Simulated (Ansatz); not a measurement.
A short molecular-dynamics run on `C[O][Zr]([OH])([F])[Se]C`.

```yaml
crystal:
  periodic: [false, false, false]
  atoms:
    - {symbol: C, position_ang: [1.225875, -2.083781, 0.018796]}
    - {symbol: O, position_ang: [0.134473, -1.228651, -0.089407]}
    - {symbol: Zr, position_ang: [-1.342601, -0.034118, -0.058551]}
    - {symbol: O, position_ang: [-2.848852, -0.739104, 0.881388]}
    - {symbol: F, position_ang: [-1.755103, 0.413710, -1.878591]}
    - {symbol: Se, position_ang: [-0.576965, 2.104769, 1.167780]}
    - {symbol: C, position_ang: [0.821112, 2.401430, -0.193066]}
    - {symbol: H, position_ang: [1.704761, -2.213002, -0.956710]}
    - {symbol: H, position_ang: [1.961329, -1.674217, 0.718385]}
    - {symbol: H, position_ang: [0.908891, -3.065815, 0.383622]}
    - {symbol: H, position_ang: [-3.467634, -1.304306, 1.335033]}
    - {symbol: H, position_ang: [1.773282, 2.034982, 0.183064]}
    - {symbol: H, position_ang: [0.875657, 3.473558, -0.370421]}
    - {symbol: H, position_ang: [0.585795, 1.914536, -1.141312]}
basis:
  gaussian: {orbitals: def2-SVP}
hamiltonian: {xc: {name: revPBE}, dispersion: d3bjatm}
md: {timestep: 2 fs, n_steps: 50, ensemble: nvt_langevin, temperature: 300, initial_velocities: maxwell_boltzmann, friction: 0.01, seed: 699}
```

```sh
$ ansatz run in.yaml --threads 2 --pin off --events-out ev --progress --plain --max-ram 20480MiB --backend cpu
```

```json
{"step": "0", "time (fs)": "0.0", "potential energy (eV)": "-75614.7508", "kinetic (eV)": "0.5041", "T (K)": "279", "conserved (eV)": "–"}
{"step": "1", "time (fs)": "2.0", "potential energy (eV)": "-75614.6540", "kinetic (eV)": "0.4914", "T (K)": "272", "conserved (eV)": "–"}
{"step": "2", "time (fs)": "4.0", "potential energy (eV)": "-75614.6245", "kinetic (eV)": "0.4905", "T (K)": "271", "conserved (eV)": "–"}
{"step": "3", "time (fs)": "6.0", "potential energy (eV)": "-75614.5239", "kinetic (eV)": "0.4322", "T (K)": "239", "conserved (eV)": "–"}
{"step": "4", "time (fs)": "8.0", "potential energy (eV)": "-75614.4988", "kinetic (eV)": "0.4124", "T (K)": "228", "conserved (eV)": "–"}
{"step": "5", "time (fs)": "10.0", "potential energy (eV)": "-75614.6045", "kinetic (eV)": "0.5265", "T (K)": "291", "conserved (eV)": "–"}
{"step": "6", "time (fs)": "12.0", "potential energy (eV)": "-75614.5573", "kinetic (eV)": "0.5563", "T (K)": "307", "conserved (eV)": "–"}
{"step": "7", "time (fs)": "14.0", "potential energy (eV)": "-75614.5678", "kinetic (eV)": "0.5590", "T (K)": "309", "conserved (eV)": "–"}
{"step": "8", "time (fs)": "16.0", "potential energy (eV)": "-75614.4901", "kinetic (eV)": "0.4733", "T (K)": "262", "conserved (eV)": "–"}
{"step": "9", "time (fs)": "18.0", "potential energy (eV)": "-75614.4239", "kinetic (eV)": "0.4436", "T (K)": "245", "conserved (eV)": "–"}
{"step": "10", "time (fs)": "20.0", "potential energy (eV)": "-75614.4467", "kinetic (eV)": "0.4704", "T (K)": "260", "conserved (eV)": "–"}
{"step": "11", "time (fs)": "22.0", "potential energy (eV)": "-75614.4173", "kinetic (eV)": "0.4647", "T (K)": "257", "conserved (eV)": "–"}
{"step": "12", "time (fs)": "24.0", "potential energy (eV)": "-75614.4297", "kinetic (eV)": "0.5434", "T (K)": "300", "conserved (eV)": "–"}
{"step": "13", "time (fs)": "26.0", "potential energy (eV)": "-75614.3976", "kinetic (eV)": "0.5639", "T (K)": "312", "conserved (eV)": "–"}
{"step": "14", "time (fs)": "28.0", "potential energy (eV)": "-75614.3037", "kinetic (eV)": "0.5027", "T (K)": "278", "conserved (eV)": "–"}
{"step": "15", "time (fs)": "30.0", "potential energy (eV)": "-75614.3130", "kinetic (eV)": "0.5353", "T (K)": "296", "conserved (eV)": "–"}
{"step": "16", "time (fs)": "32.0", "potential energy (eV)": "-75614.2917", "kinetic (eV)": "0.5287", "T (K)": "292", "conserved (eV)": "–"}
{"step": "17", "time (fs)": "34.0", "potential energy (eV)": "-75614.3448", "kinetic (eV)": "0.5757", "T (K)": "318", "conserved (eV)": "–"}
{"step": "18", "time (fs)": "36.0", "potential energy (eV)": "-75614.3912", "kinetic (eV)": "0.5976", "T (K)": "330", "conserved (eV)": "–"}
{"step": "19", "time (fs)": "38.0", "potential energy (eV)": "-75614.3295", "kinetic (eV)": "0.5452", "T (K)": "301", "conserved (eV)": "–"}
{"step": "20", "time (fs)": "40.0", "potential energy (eV)": "-75614.4423", "kinetic (eV)": "0.6188", "T (K)": "342", "conserved (eV)": "–"}
{"step": "21", "time (fs)": "42.0", "potential energy (eV)": "-75614.4980", "kinetic (eV)": "0.6630", "T (K)": "366", "conserved (eV)": "–"}
{"step": "22", "time (fs)": "44.0", "potential energy (eV)": "-75614.4631", "kinetic (eV)": "0.6326", "T (K)": "350", "conserved (eV)": "–"}
{"step": "23", "time (fs)": "46.0", "potential energy (eV)": "-75614.5024", "kinetic (eV)": "0.6524", "T (K)": "361", "conserved (eV)": "–"}
{"step": "24", "time (fs)": "48.0", "potential energy (eV)": "-75614.4989", "kinetic (eV)": "0.6444", "T (K)": "356", "conserved (eV)": "–"}
{"step": "25", "time (fs)": "50.0", "potential energy (eV)": "-75614.5197", "kinetic (eV)": "0.6506", "T (K)": "360", "conserved (eV)": "–"}
{"step": "26", "time (fs)": "52.0", "potential energy (eV)": "-75614.5116", "kinetic (eV)": "0.5702", "T (K)": "315", "conserved (eV)": "–"}
{"step": "27", "time (fs)": "54.0", "potential energy (eV)": "-75614.4998", "kinetic (eV)": "0.5618", "T (K)": "310", "conserved (eV)": "–"}
{"step": "28", "time (fs)": "56.0", "potential energy (eV)": "-75614.5172", "kinetic (eV)": "0.6188", "T (K)": "342", "conserved (eV)": "–"}
{"step": "29", "time (fs)": "58.0", "potential energy (eV)": "-75614.4915", "kinetic (eV)": "0.5969", "T (K)": "330", "conserved (eV)": "–"}
{"step": "30", "time (fs)": "60.0", "potential energy (eV)": "-75614.3789", "kinetic (eV)": "0.5537", "T (K)": "306", "conserved (eV)": "–"}
{"step": "31", "time (fs)": "62.0", "potential energy (eV)": "-75614.3138", "kinetic (eV)": "0.4544", "T (K)": "251", "conserved (eV)": "–"}
{"step": "32", "time (fs)": "64.0", "potential energy (eV)": "-75614.3154", "kinetic (eV)": "0.4664", "T (K)": "258", "conserved (eV)": "–"}
{"step": "33", "time (fs)": "66.0", "potential energy (eV)": "-75614.3053", "kinetic (eV)": "0.4407", "T (K)": "244", "conserved (eV)": "–"}
{"step": "34", "time (fs)": "68.0", "potential energy (eV)": "-75614.3323", "kinetic (eV)": "0.4800", "T (K)": "265", "conserved (eV)": "–"}
{"step": "35", "time (fs)": "70.0", "potential energy (eV)": "-75614.3138", "kinetic (eV)": "0.4671", "T (K)": "258", "conserved (eV)": "–"}
{"step": "36", "time (fs)": "72.0", "potential energy (eV)": "-75614.3361", "kinetic (eV)": "0.4794", "T (K)": "265", "conserved (eV)": "–"}
{"step": "37", "time (fs)": "74.0", "potential energy (eV)": "-75614.3233", "kinetic (eV)": "0.5045", "T (K)": "279", "conserved (eV)": "–"}
{"step": "38", "time (fs)": "76.0", "potential energy (eV)": "-75614.3201", "kinetic (eV)": "0.4961", "T (K)": "274", "conserved (eV)": "–"}
{"step": "39", "time (fs)": "78.0", "potential energy (eV)": "-75614.3255", "kinetic (eV)": "0.5431", "T (K)": "300", "conserved (eV)": "–"}
{"step": "40", "time (fs)": "80.0", "potential energy (eV)": "-75614.2815", "kinetic (eV)": "0.4738", "T (K)": "262", "conserved (eV)": "–"}
{"step": "41", "time (fs)": "82.0", "potential energy (eV)": "-75614.2621", "kinetic (eV)": "0.4669", "T (K)": "258", "conserved (eV)": "–"}
{"step": "42", "time (fs)": "84.0", "potential energy (eV)": "-75614.2169", "kinetic (eV)": "0.4367", "T (K)": "241", "conserved (eV)": "–"}
{"step": "43", "time (fs)": "86.0", "potential energy (eV)": "-75614.2063", "kinetic (eV)": "0.4425", "T (K)": "245", "conserved (eV)": "–"}
{"step": "44", "time (fs)": "88.0", "potential energy (eV)": "-75614.2344", "kinetic (eV)": "0.4738", "T (K)": "262", "conserved (eV)": "–"}
{"step": "45", "time (fs)": "90.0", "potential energy (eV)": "-75614.2457", "kinetic (eV)": "0.5037", "T (K)": "278", "conserved (eV)": "–"}
{"step": "46", "time (fs)": "92.0", "potential energy (eV)": "-75614.3130", "kinetic (eV)": "0.5475", "T (K)": "303", "conserved (eV)": "–"}
{"step": "47", "time (fs)": "94.0", "potential energy (eV)": "-75614.3818", "kinetic (eV)": "0.6292", "T (K)": "348", "conserved (eV)": "–"}
{"step": "48", "time (fs)": "96.0", "potential energy (eV)": "-75614.4164", "kinetic (eV)": "0.6202", "T (K)": "343", "conserved (eV)": "–"}
{"step": "49", "time (fs)": "98.0", "potential energy (eV)": "-75614.4296", "kinetic (eV)": "0.6356", "T (K)": "351", "conserved (eV)": "–"}
{"step": "50", "time (fs)": "100.0", "potential energy (eV)": "-75614.3792", "kinetic (eV)": "0.5929", "T (K)": "328", "conserved (eV)": "–"}
```

Velocities are drawn at the set temperature; a run this short doesn't reach equilibrium.

Frames (Å, forces in eV/Å):

```xyz
14
time=0.0 fs
C     1.226   -2.084    0.019   -0.216    0.157   -0.028
O     0.134   -1.229   -0.089    0.133   -0.097   -0.041
Zr   -1.343   -0.034   -0.059   -0.089    0.329    0.091
O    -2.849   -0.739    0.881    0.055    0.234   -0.043
F    -1.755    0.414   -1.879   -0.104    0.120   -0.522
Se   -0.577    2.105    1.168   -0.253    0.116    0.424
C     0.821    2.401   -0.193   -0.165   -0.067    0.135
H     1.705   -2.213   -0.957    0.315   -0.110   -0.525
H     1.961   -1.674    0.718    0.450    0.185    0.384
H     0.909   -3.066    0.384   -0.119   -0.575    0.205
H    -3.468   -1.304    1.335   -0.514   -0.452    0.360
H     1.773    2.035    0.183    0.554   -0.193    0.181
H     0.876    3.474   -0.370    0.060    0.592   -0.117
H     0.586    1.915   -1.141   -0.108   -0.242   -0.504
14
time=8.0 fs
C     1.194   -2.100    0.030   -1.337   -1.593    0.003
O     0.117   -1.184   -0.086    1.893   -1.614    0.017
Zr   -1.351   -0.030   -0.084   -1.436    0.826    1.380
O    -2.879   -0.711    0.944    0.759    0.656   -0.706
F    -1.740    0.426   -1.892   -0.194    0.200   -0.918
Se   -0.563    2.099    1.193    0.121    0.048    0.241
C     0.828    2.410   -0.222   -1.233    0.405   -0.744
H     1.719   -2.267   -0.926   -0.101    0.118   -0.394
H     1.944   -1.783    0.741    0.555    0.618    0.804
H     0.835   -3.152    0.396    0.241    1.380   -0.483
H    -3.312   -1.468    1.328   -0.449   -0.637    0.407
H     1.766    1.918    0.002    0.725   -0.222    0.437
H     0.954    3.541   -0.332   -0.169   -1.220   -0.227
H     0.388    1.878   -1.123    0.625    1.036    0.184
14
time=16.0 fs
C     1.153   -2.140    0.046    0.561   -0.327   -0.008
O     0.176   -1.172   -0.078   -1.099    0.652   -0.338
Zr   -1.366   -0.017   -0.098   -0.407    0.068    1.191
O    -2.910   -0.676    1.008    1.412    1.393   -1.309
F    -1.737    0.458   -1.936   -0.092   -0.013   -0.118
Se   -0.554    2.100    1.217    0.349   -0.204   -0.541
C     0.827    2.385   -0.253   -0.970    0.965   -1.332
H     1.685   -2.290   -0.957   -0.339   -0.104    0.877
H     1.893   -1.765    0.815   -0.108   -0.560   -0.362
H     0.655   -3.095    0.400    0.692    0.295   -0.233
H    -3.207   -1.535    1.268   -0.560   -1.238    0.526
H     1.771    1.816   -0.100   -0.224    0.292    0.121
H     0.954    3.520   -0.352    0.264   -1.165    0.417
H     0.366    2.129   -1.279    0.522   -0.053    1.110
14
time=24.0 fs
C     1.120   -2.182    0.080    2.060    1.546   -0.480
O     0.216   -1.132   -0.091   -1.128    0.061   -0.187
Zr   -1.384   -0.002   -0.099    0.353    0.287    0.435
O    -2.901   -0.619    1.046    1.189    1.403   -1.226
F    -1.754    0.494   -1.969    0.020   -0.205    0.635
Se   -0.549    2.102    1.236    0.229   -0.371   -1.015
C     0.810    2.379   -0.297    0.306   -0.857    0.997
H     1.672   -2.438   -0.879   -0.381    0.288    0.437
H     1.912   -1.863    0.835   -0.451   -0.300   -0.457
H     0.681   -3.086    0.430   -0.961   -1.354    0.627
H    -3.133   -1.510    1.250   -0.593   -1.485    0.560
H     1.739    1.767   -0.099   -0.761    0.175   -0.261
H     1.078    3.413   -0.164    0.261    1.046   -0.035
H     0.397    2.249   -1.310   -0.143   -0.234   -0.028
14
time=32.0 fs
C     1.099   -2.216    0.145   -2.026    0.717    0.584
O     0.217   -1.082   -0.098    0.397   -1.050    0.287
Zr   -1.401    0.014   -0.091    0.821    0.787   -0.345
O    -2.868   -0.578    1.050    0.430    0.281   -0.618
F    -1.787    0.517   -1.981    0.107   -0.300    1.005
Se   -0.537    2.104    1.255    0.056   -0.225   -1.102
C     0.786    2.410   -0.322    0.451   -2.051    2.516
H     1.569   -2.538   -0.758    0.530   -0.296   -1.433
H     1.891   -2.036    0.869    0.408    0.704    0.565
H     0.515   -3.072    0.551   -0.078    0.041   -0.084
H    -3.205   -1.428    1.326   -0.477   -0.656    0.431
H     1.560    1.616   -0.195   -0.033    0.370    0.084
H     1.195    3.364   -0.080    0.465    1.322   -0.250
H     0.372    2.244   -1.279   -1.052    0.356   -1.638
14
time=40.0 fs
C     1.030   -2.226    0.208   -3.028   -0.102    0.050
O     0.218   -1.071   -0.098   -0.130   -0.391    0.128
Zr   -1.404    0.030   -0.087    1.319    0.712   -0.760
O    -2.828   -0.563    1.035   -0.329   -0.468    0.082
F    -1.806    0.526   -1.971    0.075   -0.260    0.920
Se   -0.525    2.104    1.269    0.190    0.167   -0.794
C     0.771    2.413   -0.305   -0.796    0.627   -0.487
H     1.430   -2.616   -0.731    0.492   -0.247   -0.365
H     1.794   -1.975    0.934    0.681    0.166    0.497
H     0.305   -3.027    0.647    1.192    0.740   -0.387
H    -3.385   -1.184    1.521   -0.168    0.009    0.131
H     1.442    1.538   -0.269    0.335    0.252   -0.220
H     1.288    3.426   -0.257   -0.300   -0.971    0.402
H     0.179    2.445   -1.279    0.467   -0.234    0.803
14
time=48.0 fs
C     0.915   -2.209    0.267    1.470   -1.164    0.414
O     0.217   -1.084   -0.102   -1.332    0.613   -0.255
Zr   -1.395    0.047   -0.080    1.240    0.307   -0.572
O    -2.807   -0.579    1.025    0.146   -0.039   -0.236
F    -1.805    0.527   -1.948    0.020   -0.113    0.638
Se   -0.507    2.108    1.279    0.005   -0.084    0.015
C     0.713    2.393   -0.271   -0.303    1.106   -1.295
H     1.439   -2.688   -0.629   -0.372    0.357    0.554
H     1.743   -1.932    1.011   -0.615   -0.275   -0.499
H     0.295   -3.035    0.749    0.177    0.635   -0.261
H    -3.501   -0.777    1.645   -0.639   -0.245    0.502
H     1.439    1.573   -0.409   -0.197   -0.290   -0.056
H     1.355    3.336   -0.216   -0.851   -0.611    0.308
H    -0.004    2.518   -1.168    1.252   -0.196    0.742
14
time=56.0 fs
C     0.860   -2.216    0.334    1.641    1.372    0.177
O     0.164   -1.065   -0.116    0.421   -0.945    0.097
Zr   -1.381    0.064   -0.083    0.152    0.485    0.512
O    -2.799   -0.626    1.029    0.226   -0.114   -0.232
F    -1.803    0.521   -1.911   -0.149    0.167   -0.261
Se   -0.491    2.117    1.287   -0.722   -0.515    0.388
C     0.670    2.385   -0.261   -0.936    0.141   -0.854
H     1.420   -2.690   -0.500   -0.188   -0.061   -0.090
H     1.657   -1.929    1.108   -0.685   -0.070   -0.598
H     0.218   -2.933    0.817   -0.857   -0.800    0.361
H    -3.540   -0.380    1.583   -0.541   -0.020    0.353
H     1.300    1.543   -0.504    0.776   -0.749    0.164
H     1.239    3.257    0.012    0.743    0.767   -0.140
H     0.061    2.572   -1.172    0.119    0.341    0.123
14
time=64.0 fs
C     0.833   -2.179    0.414   -1.188    0.407   -1.047
O     0.108   -1.073   -0.121    1.104   -0.904    0.088
Zr   -1.369    0.085   -0.088   -0.742    0.509    1.493
O    -2.794   -0.682    1.051    0.723   -0.103   -0.523
F    -1.814    0.510   -1.885   -0.350    0.365   -1.049
Se   -0.482    2.123    1.294   -1.050   -0.266    0.236
C     0.645    2.384   -0.291    0.770   -0.228    0.605
H     1.302   -2.701   -0.435    0.539   -0.139    0.021
H     1.525   -1.829    1.174    0.671    0.083    0.445
H     0.092   -2.864    0.841   -0.101   -0.472    0.478
H    -3.509   -0.145    1.400   -0.689    0.219    0.334
H     1.262    1.464   -0.394    0.107    0.476   -0.387
H     1.219    3.239    0.053    0.999    0.287    0.062
H     0.201    2.757   -1.205   -0.793   -0.234   -0.757
14
time=72.0 fs
C     0.770   -2.132    0.479   -0.055   -1.984    0.009
O     0.096   -1.098   -0.097   -0.533    0.773   -0.658
Zr   -1.371    0.114   -0.086   -0.406   -0.380    1.428
O    -2.785   -0.721    1.074    0.495    0.699   -0.639
F    -1.838    0.513   -1.891   -0.297    0.341   -0.800
Se   -0.480    2.126    1.304   -0.163    0.126   -0.373
C     0.661    2.410   -0.319    2.378   -0.002    0.758
H     1.381   -2.671   -0.283   -0.190   -0.197   -0.069
H     1.505   -1.772    1.191    0.432    0.292    0.969
H     0.042   -2.876    0.964    0.804    0.548   -0.248
H    -3.518   -0.087    1.211   -0.227   -0.248    0.165
H     1.328    1.510   -0.497   -0.731    0.301   -0.039
H     1.462    3.183   -0.036   -1.066   -0.433   -0.269
H     0.173    2.717   -1.247   -0.440    0.166   -0.233
14
time=80.0 fs
C     0.750   -2.133    0.549    1.026   -0.687    1.527
O     0.089   -1.086   -0.099   -0.047   -0.513    0.065
Zr   -1.379    0.148   -0.078   -0.416   -0.813    0.599
O    -2.773   -0.716    1.091    0.485    0.817   -0.738
F    -1.866    0.529   -1.918   -0.082    0.206    0.031
Se   -0.488    2.129    1.310    0.742    0.248   -0.631
C     0.747    2.420   -0.354   -1.190    0.879   -0.346
H     1.383   -2.740   -0.158   -0.390    0.286    0.123
H     1.471   -1.735    1.358   -0.597   -0.153   -0.854
H     0.088   -2.867    1.148    0.211    0.817   -0.892
H    -3.563   -0.137    1.099   -0.242   -0.274    0.212
H     1.253    1.511   -0.708    0.377   -0.342    0.415
H     1.483    3.260   -0.136   -0.746   -0.762   -0.177
H     0.014    2.679   -1.188    0.869    0.292    0.666
14
time=88.0 fs
C     0.753   -2.175    0.631    0.127    2.481   -0.208
O     0.090   -1.096   -0.112    0.040   -0.787    0.306
Zr   -1.389    0.174   -0.070    0.419   -1.135   -0.683
O    -2.748   -0.672    1.070   -0.115    0.426   -0.198
F    -1.901    0.554   -1.939    0.090    0.088    0.679
Se   -0.497    2.132    1.314    1.103    0.458   -0.639
C     0.795    2.416   -0.392   -2.540    0.875    0.401
H     1.288   -2.858   -0.058    0.213    0.204    0.006
H     1.415   -1.624    1.382   -0.167   -0.928   -0.639
H     0.006   -2.737    1.176   -0.647   -0.578    0.519
H    -3.644   -0.288    1.131   -0.095   -0.225    0.127
H     1.287    1.495   -0.696    0.436   -0.397    0.022
H     1.427    3.295   -0.208    0.359   -0.158    0.317
H     0.001    2.752   -1.116    0.778   -0.323   -0.012
14
time=96.0 fs
C     0.713   -2.153    0.694   -0.814    0.296   -1.225
O     0.077   -1.153   -0.108   -0.386    0.590    0.271
Zr   -1.394    0.191   -0.060    1.107   -1.358   -1.577
O    -2.728   -0.622    1.038   -0.638    0.018    0.343
F    -1.935    0.599   -1.928    0.229   -0.016    0.899
Se   -0.494    2.125    1.306    1.085    0.838   -0.860
C     0.779    2.420   -0.396   -1.046   -0.796    0.522
H     1.218   -2.887    0.040   -0.007   -0.227   -0.215
H     1.490   -1.740    1.330    0.452    0.533    0.673
H    -0.059   -2.668    1.279   -0.089   -0.328    0.458
H    -3.676   -0.625    1.242   -0.047   -0.136    0.071
H     1.407    1.531   -0.575   -0.271   -0.353   -0.032
H     1.475    3.199   -0.157    0.537    1.091    0.578
H     0.198    2.725   -1.287   -0.111   -0.151    0.094
14
time=100.0 fs
C     0.681   -2.133    0.704    1.198   -0.987    0.453
O     0.061   -1.182   -0.097   -0.764    1.266    0.137
Zr   -1.395    0.196   -0.059    0.949   -1.377   -1.519
O    -2.732   -0.592    1.030   -1.274   -0.246    0.557
F    -1.948    0.618   -1.915    0.265   -0.038    0.801
Se   -0.490    2.121    1.298    0.817    0.898   -0.779
C     0.758    2.419   -0.385    0.718    0.052    0.802
H     1.165   -2.914    0.043   -0.216    0.270    0.297
H     1.541   -1.766    1.392   -0.963    0.137   -0.805
H    -0.025   -2.684    1.380   -0.032    0.192   -0.150
H    -3.645   -0.834    1.293    0.574    0.085   -0.114
H     1.394    1.519   -0.519   -0.227   -0.217    0.073
H     1.507    3.199   -0.041   -0.876   -0.253   -0.392
H     0.283    2.654   -1.371   -0.169    0.217    0.639
```

Run time 5.7 min (2 threads of a server CPU on a shared host); peak host memory 0.6 GiB.
